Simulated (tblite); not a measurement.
A geometry optimisation, step by step.

C₆H₁₂OSeSi.
Numbering: `[CH2:1]=[CH:2][C@@H:3]([O:4][SiH2:5][SeH:6])[CH:7]1[CH2:8][CH2:9]1` (hydrogens: H10, H11 on C1; H12 on C2; H13 on C3; H14, H15 on Si5; H16 on Se6; H17 on C7; H18, H19 on C8; H20, H21 on C9)

Computed with GFN2-xTB (tblite), gas phase: L-BFGS steps from a force-field or distance-geometry start until the largest atomic force falls under 0.01 eV/Å. 5 of its 128 geometries are shown.

Step 0: E = -760.0928 eV, largest atomic force 3.056 eV/Å
```
atom  x, y, z in Å  |  force x, y, z in eV/Å
C1     -0.364    2.141    1.537   -0.084   0.057  -0.036
C2      0.140    0.917    1.562    0.307   0.527   0.414
C3      0.053   -0.029    0.396   -1.374   0.003   0.752
O4      0.855   -1.154    0.607    2.835   0.535  -1.009
Si5     2.484   -0.876    0.095   -1.373  -0.572   0.870
Se6     2.586   -1.040   -2.188    1.127   0.347   0.312
C7     -1.408   -0.509    0.263   -0.090  -0.208  -0.544
C8     -1.739   -1.148   -1.068   -0.706  -0.048   0.139
C9     -2.286    0.221   -0.732   -0.190  -0.281   0.137
H10    -0.276    2.798    2.401   -0.141  -0.179  -0.430
H11    -0.896    2.507    0.656    0.243  -0.023   0.478
H12     0.672    0.589    2.465   -0.281  -0.150  -0.579
H13     0.327    0.527   -0.528   -0.151  -0.350   0.253
H14     3.377   -1.883    0.683   -0.463   0.081  -0.052
H15     2.927    0.473    0.509   -0.164  -0.222  -0.148
H16     4.092   -0.729   -2.138   -1.189  -0.265  -0.177
H17    -1.923   -0.969    1.140    0.865   0.627  -0.629
H18    -2.505   -1.968   -1.020    1.252   0.687  -0.476
H19    -0.941   -1.138   -1.833   -0.737  -0.550   0.541
H20    -1.810    1.052   -1.296   -0.907  -0.533   0.676
H21    -3.375    0.235   -0.470    1.220   0.516  -0.494
```

Step 32: E = -760.8498 eV, largest atomic force 0.108 eV/Å
```
atom  x, y, z in Å  |  force x, y, z in eV/Å
C1     -0.408    2.269    1.573   -0.011   0.039  -0.025
C2      0.051    1.034    1.542   -0.012  -0.002   0.060
C3      0.043    0.114    0.354   -0.018  -0.032   0.048
O4      1.012   -0.889    0.569    0.070  -0.070   0.039
Si5     2.566   -0.921    0.169   -0.045  -0.020  -0.050
Se6     2.590   -0.876   -2.122   -0.069   0.014  -0.071
C7     -1.323   -0.532    0.200   -0.005   0.024  -0.038
C8     -1.707   -1.192   -1.092   -0.006  -0.014   0.015
C9     -2.333    0.109   -0.705   -0.013   0.046   0.012
H10    -0.394    2.851    2.480    0.009  -0.013  -0.039
H11    -0.823    2.752    0.704    0.007  -0.023  -0.023
H12     0.463    0.569    2.428   -0.020   0.016   0.031
H13     0.287    0.664   -0.567   -0.035  -0.013  -0.003
H14     3.007   -2.189    0.717   -0.081  -0.018  -0.047
H15     3.359    0.226    0.598   -0.009   0.057   0.033
H16     4.002   -0.821   -2.330    0.047  -0.010   0.044
H17    -1.690   -0.987    1.115    0.085   0.036  -0.056
H18    -2.313   -2.084   -1.041    0.032  -0.027   0.000
H19    -0.997   -1.200   -1.907    0.046   0.028   0.052
H20    -2.036    0.992   -1.249    0.026   0.028   0.000
H21    -3.366    0.128   -0.396    0.002  -0.045   0.017
```

Step 64: E = -760.9042 eV, largest atomic force 0.106 eV/Å
```
atom  x, y, z in Å  |  force x, y, z in eV/Å
C1     -0.407    2.403    1.485   -0.033  -0.008  -0.003
C2     -0.061    1.135    1.603   -0.023   0.008   0.023
C3      0.036    0.173    0.456    0.035   0.009   0.009
O4      1.045   -0.776    0.723    0.013  -0.017  -0.002
Si5     2.510   -1.008    0.121   -0.001   0.038   0.032
Se6     2.472   -0.532   -2.128    0.027  -0.002   0.004
C7     -1.272   -0.568    0.256    0.050  -0.026  -0.018
C8     -1.532   -1.186   -1.085    0.006  -0.006  -0.010
C9     -2.313    0.014   -0.650    0.009   0.004   0.034
H10    -0.481    3.052    2.341   -0.017  -0.011  -0.017
H11    -0.651    2.837    0.529    0.062   0.012   0.010
H12     0.161    0.698    2.566    0.023   0.005   0.004
H13     0.276    0.718   -0.469    0.028  -0.012  -0.026
H14     2.707   -2.430    0.318    0.009  -0.035   0.010
H15     3.528   -0.136    0.707   -0.040  -0.007  -0.023
H16     3.826   -0.921   -2.395   -0.098   0.034   0.022
H17    -1.595   -1.103    1.141   -0.010   0.007  -0.030
H18    -2.031   -2.141   -1.137   -0.008  -0.021   0.045
H19    -0.774   -1.058   -1.845   -0.009   0.025  -0.031
H20    -2.104    0.963   -1.120   -0.004  -0.007  -0.010
H21    -3.347   -0.117   -0.374   -0.018   0.010  -0.023
```

Step 95: E = -760.9215 eV, largest atomic force 0.029 eV/Å
```
atom  x, y, z in Å  |  force x, y, z in eV/Å
C1     -0.376    2.458    1.428    0.011   0.002   0.006
C2     -0.148    1.174    1.622   -0.025   0.007   0.005
C3      0.062    0.188    0.512    0.016   0.012   0.007
O4      1.095   -0.706    0.866    0.005   0.001  -0.025
Si5     2.478   -1.059    0.137   -0.014  -0.011   0.002
Se6     2.309   -0.368   -2.050   -0.025   0.001  -0.004
C7     -1.206   -0.602    0.263    0.008  -0.006   0.006
C8     -1.443   -1.194   -1.092   -0.024   0.006  -0.008
C9     -2.270   -0.036   -0.626    0.005  -0.005  -0.009
H10    -0.558    3.134    2.246    0.006   0.005  -0.002
H11    -0.395    2.884    0.438    0.004   0.015   0.010
H12    -0.124    0.742    2.613    0.002   0.010  -0.006
H13     0.334    0.720   -0.413    0.008   0.001   0.001
H14     2.579   -2.509    0.180    0.001   0.008  -0.009
H15     3.594   -0.328    0.727    0.007   0.008  -0.004
H16     3.578   -0.846   -2.495    0.015  -0.004   0.023
H17    -1.518   -1.174    1.128   -0.005  -0.027   0.010
H18    -1.902   -2.169   -1.152    0.001   0.000  -0.015
H19    -0.704   -1.011   -1.860   -0.010  -0.012   0.014
H20    -2.095    0.930   -1.074    0.003  -0.011   0.001
H21    -3.301   -0.209   -0.358    0.012   0.001  -0.005
```

Step 127: E = -760.9244 eV, largest atomic force 0.008 eV/Å
```
atom  x, y, z in Å  |  force x, y, z in eV/Å
C1     -0.322    2.504    1.434    0.000   0.000  -0.001
C2     -0.201    1.205    1.623    0.004  -0.006   0.004
C3      0.047    0.216    0.522    0.000   0.001   0.000
O4      1.112   -0.632    0.897    0.000   0.001   0.000
Si5     2.439   -1.076    0.119    0.003  -0.004   0.005
Se6     2.264   -0.372   -2.061    0.003   0.003  -0.006
C7     -1.188   -0.623    0.267   -0.003   0.005   0.003
C8     -1.405   -1.213   -1.093   -0.005   0.000  -0.002
C9     -2.272   -0.089   -0.618    0.002   0.003   0.004
H10    -0.521    3.181    2.248    0.001   0.001  -0.004
H11    -0.234    2.944    0.455    0.002   0.006  -0.001
H12    -0.281    0.766    2.607   -0.002  -0.005   0.002
H13     0.313    0.751   -0.403   -0.004   0.000  -0.003
H14     2.473   -2.530    0.141   -0.001   0.004  -0.003
H15     3.607   -0.408    0.682   -0.002   0.000   0.007
H16     3.569   -0.781   -2.470    0.000   0.000   0.000
H17    -1.478   -1.214    1.127    0.003  -0.002   0.000
H18    -1.830   -2.202   -1.163    0.000  -0.006   0.001
H19    -0.674   -0.998   -1.860   -0.002  -0.005  -0.004
H20    -2.128    0.886   -1.058   -0.004  -0.001  -0.001
H21    -3.297   -0.300   -0.354    0.005   0.003  -0.001
```

Problem. Summarise the path.

Solution. The energy falls by 80.23 kJ/mol from step 0 to step 127; nine tenths of that is first reached at step 30. It falls at every step. The largest force goes from 3.056 to 0.008 eV/Å. Among the bonds O4–Si5 changes most, from 1.730 to 1.602 Å; the atoms move by 0.626 Å rms after alignment.

Problem. Follow the three bonds and two angles with the largest change from start to end.

Solution. 
```tsv
step	E above end (kJ/mol)	largest force (eV/Å)	O4–Si5 (Å)	Se6–H16 (Å)	C8–H18 (Å)	C3–O4–Si5 (°)	H18–C8–H19 (°)
0	80.23	3.056	1.730	1.539	1.123	111.4	122.0
6	20.98	0.496	1.624	1.425	1.079	119.5	113.9
11	16.51	0.231	1.611	1.431	1.077	120.6	112.8
17	12.51	0.159	1.603	1.434	1.080	123.0	114.1
22	10.54	0.132	1.608	1.428	1.078	124.6	113.8
28	8.35	0.112	1.606	1.432	1.080	127.6	113.5
33	7.02	0.098	1.602	1.431	1.080	130.1	113.6
39	5.57	0.132	1.605	1.424	1.078	129.9	114.0
44	4.54	0.121	1.598	1.432	1.079	131.3	113.8
50	3.58	0.090	1.600	1.427	1.080	132.0	113.6
55	3.06	0.108	1.599	1.435	1.078	133.4	114.1
61	2.24	0.097	1.598	1.429	1.079	133.8	113.7
66	1.73	0.087	1.601	1.431	1.079	132.4	113.5
72	0.99	0.120	1.602	1.431	1.079	131.0	114.0
77	0.69	0.038	1.602	1.428	1.079	130.6	113.7
83	0.57	0.024	1.602	1.428	1.079	130.5	113.7
88	0.45	0.037	1.602	1.427	1.079	130.9	113.6
94	0.30	0.029	1.602	1.427	1.079	131.1	113.8
99	0.20	0.035	1.602	1.429	1.079	131.2	113.7
105	0.13	0.022	1.602	1.427	1.079	131.3	113.7
110	0.10	0.015	1.602	1.428	1.079	131.3	113.7
116	0.07	0.028	1.602	1.428	1.079	131.4	113.7
121	0.03	0.021	1.602	1.427	1.079	131.4	113.7
127	0.00	0.008	1.602	1.427	1.079	131.5	113.7
```

What follows is the cost of the whole relaxation. The run took 2.2 s on an Arm Neoverse N1 with one thread, no GPU (shared host).
